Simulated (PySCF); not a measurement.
Al(H)(Br)(vinyl) (C2H4AlBr), SMILES C=[CH][AlH][Br]. Coordinates come from a PBE-D3(BJ)/def2-SVP optimisation. The structure was generated by enumeration; whether it is a known compound was not checked. One conformer was computed; it need not be the lowest.

Computed equilibrium geometry at PBE-D3(BJ)/def2-SVP (PySCF confirms it by a frequency run) as Cartesian coordinates in Å, and its point group (one conformer of several):
point group Cs.
```xyz
8

Al    -0.6379    -0.6472     0.0000
H     -2.2119    -0.8911     0.0000
Br     0.1273     1.4975     0.0000
C      0.6139    -2.1334     0.0000
C      0.1353    -3.3998     0.0000
H      1.7120    -1.9998     0.0000
H      0.7927    -4.2895     0.0000
H     -0.9495    -3.6174     0.0000
```
Charge 0, spin multiplicity 1.
